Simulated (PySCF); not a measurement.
Compound: C5H8BNO2.
Atom-mapped SMILES: `[CH3:1]/[N:2]=[CH:3]\[C:4]1=[O+:5][BH2-:6][O:7][CH:8]=[CH:9]1` (hydrogens: H10, H11, H12 on C1; H13 on C3; H14, H15 on B6; H16 on C8; H17 on C9)

Torsions of this conformer, `[CH3:1]/[N:2]=[CH:3]\[C:4]1=[O+:5][BH2-:6][O:7][CH:8]=[CH:9]1`: N2–C3–C4–O5 -2°.

The closed-shell ground state was solved at several levels (PySCF, density fitting, gas phase, non-relativistic). Isolated species at its PBE0-D3(BJ)/def2-SVP geometry (one conformer only).

```
            level  basis functions  total energy (Eh)  HOMO (eV)  LUMO (eV)  gap (eV)  dipole (D)
   PBE0/def2-SVPD              250          -424.6146      -7.36      -3.16      4.20        3.25
    PBE0/pcSseg-1              193          -424.8541      -7.35      -3.10      4.25        3.22
mPW1PW91/pcSseg-1              193          -425.2374      -7.39      -3.12      4.27        3.23
```

(1) What might B3LYP/pcJ-1 (323 basis functions) give for the same quantities?

(2) Over all these levels, which gives the widest orbital gap and which the narrowest?

(3) How far do the dipole and the HOMO energy spread over the levels?

Results:

(1) Total energy -425.4137 Eh, HOMO -7.16 eV, LUMO -3.26 eV, gap 3.90 eV, dipole 3.28 D.

(2) mPW1PW91/pcSseg-1 (global hybrid, 25 % exact exchange) has the widest, 4.27 eV, and B3LYP/pcJ-1 (global hybrid, 20 % exact exchange) the narrowest, 3.90 eV. Functional and basis both differ between the two, so the spread mixes both effects.

(3) The dipole runs from 3.22 to 3.28 D (mean 3.24 D) and the HOMO from -7.39 to -7.16 eV.
